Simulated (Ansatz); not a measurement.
Reactions of `O[SiH](O)CF`.

Gas-phase electronic energies from Ansatz, PBE0-D4/def2-TZVP geometries. CCSD(T)/CBS is the MP2 limit (def2-TZVPP, def2-QZVPP) plus CCSD(T) − MP2 in def2-TZVPP, frozen cores. This one scheme is used for every species. Elements past krypton have def2 core potentials. For Br, Ge, In outer-core shells are correlated without core-valence functions, which leaves a few kJ/mol of doubt a bond. Scalar relativity is left out up to krypton. Each species was taken in one conformer, which may not be the lowest.

Order these by ΔE at CCSD(T)/CBS, lowest first. (Estimate.)
A. `O[SiH](O)CF` + `O[SiH](O)F` → `O[SiH](O)O[SiH](O)F` + fluoromethane
B. `O[SiH](O)CF` + HBr → `O[SiH](O)Br` + fluoromethane
C. `O[SiH](O)CF` + `BOC[SiH](F)F` → `O[SiH](O)C[SiH](F)F` + `BOCF`
D. `O[SiH](O)CF` + `CCl` → `O[SiH](O)CCl` + fluoromethane
E. `O[SiH](O)CF` + `C=[C]([AlH2])S` → `O[SiH]([AlH2])CF` + `C=C(O)S`
F. `O[SiH](O)CF` + `[NH2][InH][Cl]` → `O[SiH](Cl)CF` + `[NH2][InH][OH]`
G. `O[SiH](O)CF` + `[SiH3]S` → `O[SiH](O)S[SiH3]` + fluoromethane
H. `O[SiH](O)CF` + `[OH][GeH2][O][SiH3]` → `[OH][GeH2][O][SiH](O)O` + `FC[SiH3]`

A (-157.3 kJ/mol), B (-125.6 kJ/mol), C (-100.7 kJ/mol), G (-92.4 kJ/mol), H (-37.0 kJ/mol), D (-17.5 kJ/mol), F (+93.8 kJ/mol), E (+210.9 kJ/mol).

Largest T1 diagnostic: 0.016, for `[NH2][InH][OH]`.
